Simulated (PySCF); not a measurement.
**Pd⁺ (palladium, charge +1) across methods**

[Kr] 4d8 5p1, one real determinant (an excited configuration). Computed with PySCF 2.14 in aug-cc-pwCVTZ-PP with ECP28MDF (8s8p7d4f3g, 122 functions), with a scalar-relativistic core potential.

| method | E (hartree) | mean ε 4d α (eV) | mean ε 4d β (eV) | mean ε 5p α (eV) | Σ⟨r²⟩ (bohr²) | ⟨S²⟩ |
| --- | --- | --- | --- | --- | --- | --- |
| UHF | -126.11709 | -27.278 | -25.385 | -10.269 | 43.07 | 3.754 |
| LDA | -126.5607 | -20.054 | -18.593 | -8.641 | 41.84 | 3.750 |
| M06 | -126.8158 | -21.999 | -20.391 | -8.816 | 42.03 | 3.752 |
| PBE0 | -126.8272 | -21.936 | -20.458 | -9.099 | 41.98 | 3.751 |
| r2SCAN | -126.8739 | -20.262 | -18.801 | -8.665 | 41.66 | 3.752 |
| PBE | -126.8351 | -19.883 | -18.523 | -8.539 | 41.94 | 3.751 |
| B97-3 | -126.8575 | -21.984 | -20.622 | -8.948 | 42.07 | 3.751 |
| B3LYP | -126.8761 | -21.519 | -20.176 | -8.985 | 42.00 | 3.751 |

⟨L²⟩ = 14.06 against 20 for a pure G term, so this real determinant mixes terms. Energies and moments cover only the electrons outside the core potential.
